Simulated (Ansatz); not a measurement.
`[F][Ge][F]` + HCl → `[F][Ge][Cl]` + H–F  (ligand exchange at a Ge–F bond)

Gas-phase electronic energies from Ansatz, PBE0-D4/def2-TZVP geometries. CBS: MP2 limit from def2 TZ/QZ plus the TZ coupled-cluster correction, frozen cores. This one scheme is used for every species. DFT in def2-TZVPP. B3LYP here is the variant with VWN-RPA as its local correlation; programs differ in this. For Ge outer-core shells are correlated without core-valence functions, which leaves a few kJ/mol of doubt a bond. Scalar relativity is left out up to krypton.

**Question.** Is it downhill or uphill in electronic energy at CCSD(T)/CBS, and by how much? (Best estimate.)

**Answer.** Ansatz gave: Downhill: ΔE = -3.4 kJ/mol.

**Question.** What do these levels give: r2SCAN-D4, B3LYP-D4, BHLYP-D4, PBE, revPBE, BLYP, PBE0, r2SCAN0, RPA@PBE/def2-TZVPP, HF/def2-SVP, CCSD(T)/def2-SVP, HF/def2-TZVPP? (Estimate.)

**Answer.** Ansatz gave: r2SCAN-D4 0.2, B3LYP-D4 -0.8, BHLYP-D4 -2.0, PBE -2.1, revPBE -2.1, BLYP 5.8, PBE0 -5.2, r2SCAN0 -3.4, RPA@PBE/def2-TZVPP 5.1, HF/def2-SVP 3.8, CCSD(T)/def2-SVP 12.4, HF/def2-TZVPP 3.1 kJ/mol.

Largest T1 diagnostic among the species: 0.015.

From r2SCAN to r2SCAN0 (25 % exact exchange), in def2-TZVPP and without D4, ΔE moves by −4.0 kJ/mol. At CCSD(T), def2-SVP lies +15.8 kJ/mol from the extrapolated value and def2-TZVPP +5.0 kJ/mol.
